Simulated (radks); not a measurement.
Task: All-electron atom: Ce in [Xe] 4f1 5d1 6s2 (the NIST ground configuration). All-electron calculation, scalar-relativistic Kohn-Sham, PBEsol, spin-polarised, spherical densities, finite nucleus; open shells are filled with parallel spins first (spin-orbit coupling, left out, can overturn this in heavy ions); Fermi nuclear charge, rms radius 4.8771 fm; hard spherical wall at 20 bohr. Program: a radial shooting solver on a logarithmic mesh with Libxc functionals. Some entries of the table are withheld. Estimate them.

orbital,occ.,eigenvalue (hartree),<1/r> (bohr^-1)
1s down,1,-1479.088,63.31
1s up,1,-1479.088,63.31
2s up,1,-236.8398,14.59
2s down,1,-236.8387,14.59
2p up,3,-212.1605,13.82
2p down,3,-212.1597,13.82
3s up,1,-50.99489,5.296
3s down,1,-50.98502,5.297
3p up,3,-43.14474,5.016
3p down,3,-43.13486,5.017
3d up,5,-31.98030,4.759
3d down,5,-31.97218,4.760
4s up,1,-10.32216,2.211
4s down,1,-10.29395,2.212
4p up,3,-7.75884,2.040
4p down,3,-7.73040,2.040
4d up,5,-4.06890,1.778
4d down,5,-4.04001,1.778
5s up,1,-1.50396,0.8736
5s down,1,-1.47581,0.8734
5p up,3,-0.86519,0.7441
5p down,3,-0.83720,0.7440
4f up,1,-0.21144,1.209
4f down,0,-0.18212,1.208
6s up,1,-0.14452,0.2948
6s down,1,-0.13062,0.2847
5d up,1,-0.12299,0.4538
5d down,0,-0.09957,0.4413
6p up,0,-0.05193,(1)
6p down,0,-0.04522,(2)
7s up,0,(3),0.1153
7s down,0,(4),0.1132
5f down,0,(5),0.08691
5f up,0,(6),0.08775

Result: 
(1) 6p up <1/r> (bohr^-1): 0.2176
(2) 6p down <1/r> (bohr^-1): 0.2077
(3) 7s up eigenvalue (hartree): 0.00152
(4) 7s down eigenvalue (hartree): 0.00261
(5) 5f down eigenvalue (hartree): 0.04607
(6) 5f up eigenvalue (hartree): 0.04656
